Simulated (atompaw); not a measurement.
## What the settings do to the PAW (atompaw) potential of sulfur (S)

Base potential:

```json
{
 "Element": "sulfur (S)",
 "Generator": "atompaw 4.2.0.5",
 "Type": "PAW",
 "Functional": "PBE",
 "Relativity": "scalar-relativistic",
 "Frozen core": "[Ne]",
 "Valence charge": "6",
 "Reference configuration": "3s2 3p2 (charge +2)",
 "Partial waves": "3s (bound): rc 1.35 bohr; 3s channel at 0.75 Ry: rc 1.30 bohr; 3p (bound): rc 1.35 bohr; 3p channel at 2.75 Ry: rc 1.35 bohr; 3d channel at 0.05 Ry: rc 1.20 bohr; 3d channel at 1.1 Ry: rc 1.20 bohr",
 "Local potential": "vpsmatchnc scheme with l = 3 at 0 Ry, radius 1.30 bohr",
 "Core correction": "smooth core density matched at 0.70 bohr",
 "Augmentation charge": "sinc compensation charge, radius 1.10 bohr; PAW radius 1.35 bohr; waves and projectors: custom rrkj gramschmidtortho"
}
```

All-electron outer shells of the reference configuration (PBE, scalar-relativistic, ld1.x):

```csv
shell,level (eV),outermost node (bohr),outermost maximum (bohr)
3s,-39.40,0.60,1.37
3p,-27.98,0.57,1.50
```

Cutoffs, loose and tight: the cutoffs (Ry, on a coarse ladder) from which the occupation-weighted sum of valence levels, in a spherical-Bessel basis at the reference potential, stays within 10 and 1 mRy of its value at 400 Ry. They see the waves, projectors and local potential, not the compensation charge or the core. A dash means not determined.

A true bound ghost makes a file unfit for plane-wave use even where its test errors are small: the radial tests pick states by their node count and pass the ghost by.

```tsv
change	outcome	cutoff, loose	cutoff, tight	bound ghosts
base	generated	18 Ry	40 Ry	none
local potential vpsmatchnc scheme with l = 3 at 0 Ry, radius 0.56 bohr	generated	18 Ry	30 Ry	s
local potential vpsmatchnc scheme with l = 3 at 0 Ry, radius 0.68 bohr	generated	18 Ry	30 Ry	s
local potential vpsmatchnc scheme with l = 3 at 0 Ry, radius 0.74 bohr	generated	18 Ry	30 Ry	s
local potential vpsmatchnc scheme with l = 3 at 0 Ry, radius 0.88 bohr	generated	18 Ry	70 Ry	s
local potential vpsmatchnc scheme with l = 3 at 0 Ry, radius 0.96 bohr	generated	18 Ry	40 Ry	s
local potential vpsmatchnc scheme with l = 3 at 0 Ry, radius 1.02 bohr	generated	18 Ry	40 Ry	none
local potential vpsmatchnc scheme with l = 3 at 0 Ry, radius 1.14 bohr	generated	18 Ry	40 Ry	none
local potential vpsmatchnc scheme with l = 3 at 0 Ry, radius 1.20 bohr	generated	18 Ry	40 Ry	none
local potential vpsmatchnc scheme with l = 3 at 0 Ry, radius 1.28 bohr	generated	18 Ry	40 Ry	none
```

Reading the sweep of the r_vloc (base included, trends over the rows without a ghost): The loose cutoff stays near 18 Ry. Bound ghosts are found at 0.56, 0.68, 0.74, 0.88, 0.96 bohr.
